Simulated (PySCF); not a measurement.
## [Nd(H2O)2]3+ at several levels of theory

Computed with PySCF 2.14.0 (density fitting, no spin-orbit coupling) at the geometry relaxed with BP86:

```xyz
7
[Nd(H2O)2]3+ (singlet in the valence; each metal's 4f electrons, 3 of them, lie in its core potential, out of spins and levels)
Nd    0.1538    1.0522   -0.0064
O     0.0672   -0.1737    1.9282
H     0.1128    0.1678    2.8736
H    -0.0290   -1.1650    2.0601
O    -0.0876   -0.1741   -1.9275
H     0.0571   -1.1552   -2.0890
H    -0.3550    0.1594   -2.8390
```

| level | basis | state | HOMO (eV) | gap (eV) | charge on Nd1 (e) | population of f-type functions on Nd1 (polarisation alone where 4f lies in the core) | dipole about the centre of mass (D) | largest force component (eV/Å) |
| --- | --- | --- | --- | --- | --- | --- | --- | --- |
| BP86 | Nd lcecp-1-SVP with ECP49, O def2-SVP, H def2-SVP | singlet | -24.52 | 5.05 | 2.16 | 0.04 | 2.93 | 0.01 |
| CAM-B3LYP | the same | singlet | -27.63 | 10.22 | 2.25 | 0.04 | 2.57 | 0.42 |
| TPSS | the same | singlet | -24.47 | 5.23 | 2.19 | 0.04 | 2.84 | 0.17 |
| M06-L | the same | singlet | -24.68 | 5.80 | 2.30 | 0.04 | 2.54 | 0.66 |
| revPBE | the same | singlet | -24.37 | 4.95 | 2.16 | 0.04 | 2.91 | 0.20 |

In the lcecp rows the 4f levels are missing from HOMO and gap, and the state counts the valence alone.

Charges are Mulliken's, which hang on the basis. The relaxation used the grid (50, 194), these runs (75, 302) or, all-electron (x2c bases, spin-free X2C Hamiltonian), (99, 590).

Task: What does BP86 with Nd lcecp-1-TZVP with ECP49, O def2-TZVP, H def2-TZVP give here?

Result: state singlet, HOMO (eV) -24.54, gap (eV) 5.11, charge on Nd1 (e) 2.38, population of f-type functions on Nd1 (polarisation alone where 4f lies in the core) 0.05, dipole about the centre of mass (D) 2.92, largest force component (eV/Å) 0.28. Time: 8 s on 2 threads of Arm Neoverse V2, with other jobs on the host, from free ions and atoms.

In the first row's basis the gap widens with exact exchange: 4.9 to 5.8 eV for revPBE, BP86, TPSS, M06-L (none); 10.2 eV for CAM-B3LYP (rising or full at long range).

An lcecp potential fixes the number of 4f electrons, so in runs with it no electron can move into or out of that shell.
